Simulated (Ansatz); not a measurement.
## Energy profile

The step: TiH₄O₄ ([OH][Ti]([OH])([OH])[OH]) + SiH₄ → TiSiH₈O₄ ([OH][TiH]([OH])([OH])[OH][SiH3]); bonds formed: Si1–O4, H2–Ti5; bonds broken: Si1–H2; bonds weakened to dative contacts: O4–Ti5 (atoms numbered as in the saddle structure below).

Si1  (-0.587, -1.718, -0.891)
H2  (-0.409, -0.130, -1.206)
H3  (0.094, -1.486, 1.514)
O4  (-0.132, -0.959, 0.741)
Ti5  (0.294, 0.930, 0.358)
O6  (1.834, 1.121, -0.527)
O7  (-0.958, 2.116, -0.115)
O8  (0.635, 1.311, 2.082)
H9  (-0.060, -3.017, -0.327)
H10  (-0.187, -1.951, -2.326)
H11  (-2.071, -1.762, -0.836)
H12  (2.710, 1.324, -0.193)
H13  (-1.341, 2.326, -0.968)
H14  (0.180, 1.894, 2.693)
(Å)

Electronic energies by CCSD(T) at an estimated basis limit (MP2 extrapolated from triple and quadruple zeta, plus CCSD(T) − MP2 in triple zeta), on PBE0-D4/def2-TZVP structures; TiSiH$_{8}$O$_{4}$, singlet; no counterpoise correction. Ansatz 0.2.0; basis: def2-TZVPP and def2-QZVPP; cores frozen in the correlated methods. Extrapolation: Hartree–Fock as exp(−7.88 √X), correlation as X^−2.97.

(1) Give the profile in kcal/mol, counted from the separated reactants. (An estimate is asked for; the value comes from the calculation.)

No T1 diagnostic of these runs exceeds 0.024.

Results:

(1) Computed:
```csv
point,kcal/mol
"separated: SiH$_{4}$ (Si1, H2, H9, H10, H11; singlet) + TiH$_{4}$O$_{4}$ (linked as [OH][Ti]([OH])([OH])[OH]; H3, O4, Ti5, O6, O7, O8, H12, H13, H14; singlet)",0.00
start structure,-2.85
saddle,12.91
end structure,2.82
```

For scale, one of the runs: CCSD(T)/def2-TZVPP, 342 basis functions, launched by `ansatz run in.yaml --threads 4 --pin off --events-out ev --progress --plain --max-ram 46080MiB --backend cuda --devices 0, --max-vram 37GiB`. Hardware: 4 CPU threads of an AMD EPYC 7R13 and a share of one NVIDIA H100, shared host. Wall time 18 s; peak host memory 0.86 GiB.
